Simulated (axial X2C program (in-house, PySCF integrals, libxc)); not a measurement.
**Density and ELF of FeS**

All values were computed with an in-house all-electron X2C program for linear molecules (integrals from PySCF). Two-component (2c) means X2C with spin–orbit coupling and atomic mean-field two-electron Coulomb and Gaunt terms. Basis: Fe dyall-cv3z [9s10p6d3f2g], S dyall-av3z [9s8p3d2f] (cores contracted in-house); Gaussian nuclei, density fitting, unrestricted open shells. Masses: Fe 55.935 u, S 31.972 u.

PBE0, two-component, state Ω = 2 (⟨Sz⟩ = 2.00, ⟨Lz⟩ = 0.00 at PBE0); Fe at z = 0, S at z = 1.991 Å.

The maps cover the half plane through the axis: z from -2.4 to 4.2 Å along the bond, ρ from 0.15 to 2.25 Å away from it.

log10 of the density in e/bohr³:

```
 ρ\z  -2.4  -1.8  -1.2  -0.6   0.0   0.6   1.2   1.8   2.4   3.0   3.6   4.2
0.15  -3.7  -2.9  -1.9  -0.3   1.4  -0.3  -0.8   0.7  -0.4  -1.2  -2.2  -3.1
0.45  -3.8  -3.0  -2.0  -0.7   0.2  -0.7  -0.9  -0.5  -0.7  -1.3  -2.3  -3.2
0.75  -3.8  -3.1  -2.2  -1.3  -0.7  -1.2  -1.1  -0.9  -1.0  -1.6  -2.4  -3.3
1.05  -3.9  -3.2  -2.5  -1.8  -1.4  -1.6  -1.4  -1.2  -1.3  -1.9  -2.6  -3.5
1.35  -4.0  -3.4  -2.7  -2.1  -1.9  -1.9  -1.8  -1.7  -1.8  -2.2  -2.9  -3.7
1.65  -4.2  -3.5  -2.9  -2.5  -2.2  -2.2  -2.2  -2.1  -2.2  -2.6  -3.2  -3.9
1.95  -4.4  -3.8  -3.2  -2.8  -2.6  -2.6  -2.6  -2.5  -2.7  -3.0  -3.5  -4.2
2.25  -4.6  -4.0  -3.5  -3.2  -3.0  -2.9  -2.9  -2.9  -3.1  -3.4  -3.9  -4.4
```

Electron localisation function (collinear form, no current term, damped to 0 at low density):

```
 ρ\z  -2.4  -1.8  -1.2  -0.6   0.0   0.6   1.2   1.8   2.4   3.0   3.6   4.2
0.15  0.01  0.02  0.07  0.70  0.68  0.61  0.68  0.86  0.12  0.85  0.49  0.07
0.45  0.01  0.02  0.06  0.38  0.80  0.28  0.73  0.08  0.35  0.84  0.46  0.06
0.75  0.00  0.03  0.06  0.16  0.41  0.15  0.75  0.79  0.88  0.81  0.40  0.04
1.05  0.00  0.03  0.08  0.16  0.22  0.23  0.70  0.84  0.86  0.72  0.30  0.03
1.35  0.00  0.04  0.13  0.26  0.32  0.34  0.60  0.74  0.75  0.56  0.18  0.01
1.65  0.00  0.03  0.17  0.35  0.42  0.35  0.44  0.56  0.56  0.36  0.08  0.00
1.95  0.00  0.01  0.14  0.35  0.40  0.28  0.27  0.35  0.33  0.17  0.02  0.00
2.25  0.00  0.00  0.05  0.22  0.27  0.17  0.14  0.16  0.13  0.05  0.01  0.00
```

Axial spin density in 10⁻³ e/bohr³:

```
 ρ\z  -2.4  -1.8  -1.2  -0.6    0.0   0.6    1.2   1.8   2.4   3.0   3.6   4.2
0.15   0.1   0.3   2.1  33.4  918.7  26.8  -12.3   1.2  -4.0  -5.2  -0.7  -0.1
0.45   0.1   0.4   3.1  58.2  367.2  41.5   -8.7   7.9   8.6  -1.9  -0.5  -0.1
0.75   0.0   0.3   2.8  25.8   59.9  12.9   -4.2  11.9  11.7   0.5  -0.1   0.0
1.05   0.0   0.2   1.7   8.3   11.6   2.2   -1.5   6.2   6.5   1.0   0.0   0.0
1.35   0.0   0.1   0.8   2.6    2.6   0.1   -0.4   2.5   2.8   0.7   0.1   0.0
1.65   0.0   0.1   0.3   0.8    0.6  -0.1   -0.1   0.9   1.1   0.4   0.1   0.0
1.95   0.0   0.0   0.1   0.2    0.1  -0.1    0.0   0.3   0.4   0.2   0.0   0.0
2.25   0.0   0.0   0.0   0.1    0.0   0.0    0.0   0.1   0.2   0.1   0.0   0.0
```

The state is one determinant whose occupation by symmetry is held fixed; it was picked as the lowest of a PBE0 search that is not exhaustive. Density functionals use the spin component along the axis (collinear). PBE0 can misorder states that lie within some tenths of an eV, so this need not be the ground state of the molecule. The nearest other 2c determinant of the search, Ω = 4, lies 0.02 eV up at the distance of the search. With several unpaired electrons one determinant need not be a pure state. Open-shell Ω = 0 determinants with evenly filled partner blocks cannot be reached by this program, so the Ω shown need not be the lowest component. The determinant is spin-polarised beyond a pure state at some levels (its spin-free form has ⟨S²⟩ too high), which makes Re and μ there less reliable.
